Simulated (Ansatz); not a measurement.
`CO[SiH](F)OC` + H₂O → `CO[SiH](O)F` + CH₃OH  (formal hydrolysis of the Si–O bond)

Computed with Ansatz on PBE0-D4/def2-TZVP structures; ΔE is electronic, products minus reactants. CCSD(T)/CBS is the MP2 limit (def2-TZVPP, def2-QZVPP) plus CCSD(T) − MP2 in def2-TZVPP, frozen cores. This one scheme is used for every species. Functionals use def2-TZVPP. Each species was taken in one conformer, which may not be the lowest.

`CO[SiH](F)OC`:

Cartesian coordinates in Å:
```
C -2.158 0.532 0.498
O -0.820 0.588 0.051
Si 0.483 0.093 0.882
F 0.168 -1.365 1.454
O 1.755 0.071 -0.108
C 1.809 -0.499 -1.400
H -2.322 1.212 1.341
H -2.434 -0.482 0.802
H -2.804 0.840 -0.325
H 0.815 0.948 2.031
H 1.798 -1.592 -1.344
H 2.740 -0.181 -1.869
H 0.969 -0.165 -2.014
```

H₂O:

```xyz
3

O    -0.260   -0.216   -0.194
H    -0.428    0.385    0.535
H     0.687   -0.170   -0.342
```

`CO[SiH](O)F`:

```xyz
10

C    -1.440    0.040    0.745
O    -0.392   -0.557    0.009
Si    0.887    0.225   -0.611
O     1.955   -0.866   -1.150
F     1.515    1.132    0.542
H    -2.013    0.736    0.124
H    -1.058    0.577    1.618
H    -2.109   -0.752    1.084
H     0.555    1.125   -1.726
H     2.101   -1.660   -0.634
```

CH₃OH:

Cartesian coordinates in Å:
```
C 0.330 0.057 0.122
O -0.825 0.290 -0.651
H 1.051 0.832 -0.139
H 0.786 -0.918 -0.091
H 0.132 0.124 1.199
H -1.474 -0.384 -0.440
```

Task: Is it downhill or uphill in electronic energy at CCSD(T)/CBS, and by how much? (Best estimate.)

Result: Ansatz gave: Uphill: ΔE = +3.6 kJ/mol.

Task: What do these levels give: B97M-V, revPBE, r2SCAN, SCS-MP2/def2-TZVPP, CCSD/def2-TZVPP, CCSD/CBS(def2)? (Estimate.)

Result: The calculation gave: B97M-V -0.6, revPBE -4.9, r2SCAN -1.3, SCS-MP2/def2-TZVPP 1.6, CCSD/def2-TZVPP 1.4, CCSD/CBS(def2) 2.9 kJ/mol.

Largest T1 diagnostic among the species: 0.011.

The D4 term adds +5.7 kJ/mol with B3LYP and +3.3 kJ/mol with PBE0; it sums over pairs of atoms, weighted by their polarisabilities, and B3LYP, whose exchange is more repulsive, gets the larger term. Leaving LDA and LC-ωPBE aside and taking each functional with its dispersion term where it has one, the values, not all of them listed here, spread over 3.8 kJ/mol, from B2PLYP to BLYP-D4. In def2-TZVPP, CCSD(T) changes the Hartree–Fock value by +4.3 kJ/mol (the triples alone add +0.7 kJ/mol) and MP2 by +4.9 kJ/mol.

B3LYP here is the variant with VWN-RPA as its local correlation; programs differ in this.
